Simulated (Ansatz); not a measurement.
A structure relaxed at PBE0-D4/def2-TZVPD in Ansatz, charge -1, doublet:

```xyz
3

W    -0.080    1.182    0.162
O     0.755   -0.536   -0.130
O    -0.675   -0.646   -0.032
```

Question: Give its formula and point group.

Answer: the cluster WO₂⁻. Point group C2v (tolerance 0.1 Å).

Question: Summarise the bond lengths by kind (pairs closer than 1.2 times the sum of covalent radii, bridged metal pairs left out).

Answer: 2 × O–W 1.93 Å; 1 × O–O 1.44 Å. The metal has 2 neighbours: O 1.93 Å, O 1.93 Å.

In the def2 sets W takes a core potential; there is no spin–orbit coupling. The structure holds 1 bond(s) between oxygen atoms. The charge -1 doublet is spin-contaminated (final ⟨S²⟩ up to 1.74, 0.75 for a pure state). The highest occupied level of the charge -1 doublet lies above zero (up to 0.18 eV). The electron is either unbound and held by the finite basis, or the level is raised by self-interaction error. Another isomer (doublet) lies 6.36 eV lower at PBE0-D4/def2-TZVPD; other spin states weren't run for this one.
